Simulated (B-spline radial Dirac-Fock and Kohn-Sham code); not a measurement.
**Sn³⁺ 2p1/2: cross section and angular parameters**

System: Sn³⁺, [Kr] 4d10 5s1; threshold 4192.2 eV (orbital energy of the model). Method: Dirac-Hartree-Slater photoionisation with a Latter tail; cross sections with all multipoles, angular parameters from the dipole term and its interference with E2. Computed with a radial finite-basis atomic code.

For linearly polarised light dσ/dΩ = σ/(4π) [1 + β P₂(cos θ) + (δ + γ cos²θ) sin θ cos φ], with θ from the polarisation vector and φ the angle between the beam and the projection of the electron momentum on the plane normal to the polarisation.

```
hν (eV)  σ (kb)      β      γ      δ
 5414.7    31.5  1.405  0.058  0.026
   6160    22.2  1.434  0.322  0.037
   7190    14.5  1.432  0.613  0.049
   7750    11.7  1.423  0.747  0.055
   7780    11.6  1.422  0.753  0.056
   8660       ?      ?      ?      ?
 9251.7    7.03  1.387  1.046  0.071
  12000    3.25  1.309  1.447  0.101
```

Task: Give the values at 8660 eV.

Result: σ = 8.51 kb, β = 1.402, γ = 0.937, δ = 0.065.
